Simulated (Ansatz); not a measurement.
Basis-set series for CH₁₁B₂GaSi₂. The species carries charge 0 and has multiplicity 1. The bonds changed during the relaxation, so this is another structure than the one it started from. The geometry is a stationary point of PBE0-D4/def2-TZVP. It is one conformer, not always the lowest.

```json
{"atom": "C1", "x (Å)": "2.1429", "y (Å)": "-0.6372", "z (Å)": "0.6504"}
{"atom": "B2", "x (Å)": "1.4827", "y (Å)": "0.2264", "z (Å)": "-0.4205"}
{"atom": "B3", "x (Å)": "0.6960", "y (Å)": "0.9507", "z (Å)": "-1.5034"}
{"atom": "Si4", "x (Å)": "-0.7382", "y (Å)": "-0.3568", "z (Å)": "-2.0318"}
{"atom": "Ga5", "x (Å)": "-0.7993", "y (Å)": "1.3068", "z (Å)": "0.0664"}
{"atom": "Si6", "x (Å)": "-1.2451", "y (Å)": "-0.1013", "z (Å)": "1.9758"}
{"atom": "H7", "x (Å)": "1.5363", "y (Å)": "-1.5369", "z (Å)": "0.8075"}
{"atom": "H8", "x (Å)": "3.1367", "y (Å)": "-0.9652", "z (Å)": "0.3323"}
{"atom": "H9", "x (Å)": "2.2280", "y (Å)": "-0.1310", "z (Å)": "1.6155"}
{"atom": "H10", "x (Å)": "0.8474", "y (Å)": "1.9157", "z (Å)": "-2.1853"}
{"atom": "H11", "x (Å)": "-0.5364", "y (Å)": "-1.7890", "z (Å)": "-1.6897"}
{"atom": "H12", "x (Å)": "-1.9921", "y (Å)": "-0.0118", "z (Å)": "-1.1959"}
{"atom": "H13", "x (Å)": "-1.1909", "y (Å)": "-0.2111", "z (Å)": "-3.4372"}
{"atom": "H14", "x (Å)": "-1.6058", "y (Å)": "2.6165", "z (Å)": "-0.2260"}
{"atom": "H15", "x (Å)": "-2.6374", "y (Å)": "0.0147", "z (Å)": "2.4901"}
{"atom": "H16", "x (Å)": "-1.0004", "y (Å)": "-1.5375", "z (Å)": "1.6537"}
{"atom": "H17", "x (Å)": "-0.3243", "y (Å)": "0.2470", "z (Å)": "3.0980"}
```

| functional | basis | functions | energy (Eh) | HOMO (eV) | LUMO (eV) |
| --- | --- | --- | --- | --- | --- |
| PBE0-D4 | def2-SVP | 165 | -2597.11339 | -6.68 | -1.52 |
| PBE0-D4 | def2-QZVPP | 730 | -2597.73013 | -6.68 | -1.58 |
| ωB97M-V | def2-SVP | 165 | -2597.48873 | -8.58 | 0.39 |
| ωB97M-V | def2-QZVPP | 730 | -2598.11152 | -8.61 | 0.17 |

Task: Give the rows for def2-TZVPP. (Best estimate.)

Result: Computed: 
```csv
functional,basis,functions,energy (Eh),HOMO (eV),LUMO (eV)
PBE0-D4,def2-TZVPP,379,-2597.66198,-6.68,-1.57
ωB97M-V,def2-TZVPP,379,-2598.04603,-8.61,0.26
```

Positive LUMOs are unbound and depend on the basis. Scalar relativity is left out up to krypton.
